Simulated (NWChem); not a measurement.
GeH3, doublet; SMILES [GeH3]

In the optimisation the excess spin sits in a (C3, its own frame).

Give the equilibrium geometry at PBE0/def2-SVP, spin-unrestricted (NWChem) as an XYZ file, with the point group.

point group C3v; any orientation.
```
4

Ge     0.0000     0.0000    -0.0910
H     -0.5093    -1.3769    -0.5625
H     -0.9378     1.1295    -0.5625
H      1.4471     0.2474    -0.5625
```
